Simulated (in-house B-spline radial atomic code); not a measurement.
Total energies of neutral atoms against the large-Z expansion E = -0.768745 Z^(7/3) + Z²/2 - 0.269900 Z^(5/3) hartree (Thomas-Fermi, Scott, and Dirac-Schwinger terms). The Hartree-Fock values are computed with a radial B-spline atomic code at the basis-set limit: non-relativistic, point nucleus, average of the ground configuration.

```tsv
atom	Thomas-Fermi	three terms	Hartree-Fock	three terms less HF
Ag	-6128.36	-5189.06	-5197.698	8.63
Cd	-6436.93	-5456.03	-5465.133	9.10
In	-6754.19	-5730.78	-5740.169	9.39
Sn	-7080.20	-6013.36	-6022.914	9.56
Sb	-7415.03	-6303.83	-6313.426	9.60
Te	-7758.72	-6602.25	-6611.763	9.51
I	-8111.34	-6908.68	-6917.981	9.30
Xe	-8472.95	-7223.17	-7232.138	8.97
Cs	-8843.59	-7545.78	-7553.934	8.16
Ba	-9223.33	-7876.56	-7883.544	6.98
La	-9612.22	-8215.57	?	?
Ce	-10010.31	-8562.87	?	?
Pr	-10417.66	-8918.50	-8921.063	2.56
Nd	-10834.33	-9282.52	-9283.700	1.18
Pm	-11260.35	-9654.98	-9654.864	-0.11
```

What is the Hartree-Fock energy of La?

-8221.067 hartree; the three-term formula lies 5.49 hartree (0.07 %) above it.

What is the Hartree-Fock energy of Ce?

-8566.848 hartree; the three-term formula lies 3.98 hartree (0.05 %) above it.

How good is each level?

Over these atoms Thomas-Fermi alone overbinds by 16.6 to 17.9 %, and the three-term formula is within 0.17 %; what remains oscillates with the shell structure.
